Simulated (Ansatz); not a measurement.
`[NH]=[Nb]([OH])([Cl])[Cl]` + H–F → `[NH]=[Nb]([F])([Cl])[Cl]` + H₂O at 500 K and 1 bar (ligand exchange at the Nb–O bond).

Program: Ansatz. Geometries: PBE0-D4/def2-TZVP. ΔE: electronic, gas phase. CBS: MP2 limit from def2 TZ/QZ plus the TZ coupled-cluster correction, frozen cores. This one scheme is used for every species. Elements past krypton have def2 core potentials. For Nb outer-core shells are correlated without core-valence functions, which leaves a few kJ/mol of doubt a bond. One conformer a species, not always the lowest.

```json
{"species": "`[NH]=[Nb]([OH])([Cl])[Cl]`", "CCSD(T)/CBS energy (Eh)": "-1107.76046", "H − E (kJ/mol)": "124.7", "S (J/(mol·K))": "426.4"}
{"species": "H–F", "CCSD(T)/CBS energy (Eh)": "-100.39570", "H − E (kJ/mol)": "39.4", "S (J/(mol·K))": "188.7"}
{"species": "`[NH]=[Nb]([F])([Cl])[Cl]`", "CCSD(T)/CBS energy (Eh)": "-1131.78423", "H − E (kJ/mol)": "91.3", "S (J/(mol·K))": "415.1"}
{"species": "H₂O", "CCSD(T)/CBS energy (Eh)": "-76.37941", "H − E (kJ/mol)": "73.2", "S (J/(mol·K))": "206.3"}
```

H − E and S are ideal-gas, rigid-rotor, harmonic terms from PBE0-D4/def2-TZVP, for one conformer and one mirror image of each species. 1 Eh = 2625.50 kJ/mol, R = 8.31446 J/(mol·K).

By hand: ΔE, ΔH, ΔS and ΔG.

ΔE = (-1131.78423) + (-76.37941) − (-1107.76046) − (-100.39570) = -0.00748 Eh = -19.6 kJ/mol. Δ(H − E) = 91.3 + 73.2 − 124.7 − 39.4 = 0.4, so ΔH = -19.2 kJ/mol. ΔS = 415.1 + 206.3 − 426.4 − 188.7 = 6.3 J/(mol·K). ΔG = -19.2 − 500 × (6.3)/1000 = -22.3 kJ/mol.

By hand: the equilibrium constant, and the temperature at which ΔG would vanish if ΔH and ΔS stayed fixed.

log₁₀ K = −ΔG/(RT ln 10) = 2.3. ΔH and −TΔS have one sign here, so there is no such temperature.

The number of gas molecules stays the same, so ΔS is small and ΔH decides. A doubt of 5 kJ/mol in ΔE shifts log₁₀ K by 0.5 here. Other conformers and mirror images would add mixing entropy, several J/(mol·K) or more a flexible species. These are equilibria of isolated gas molecules and say nothing of rates. Largest T1 diagnostic: 0.020 (customary marks: 0.02 for closed shells, 0.045 for open ones).

ΔS is within the doubt of such terms, so its sign, and with it that verdict, could turn.
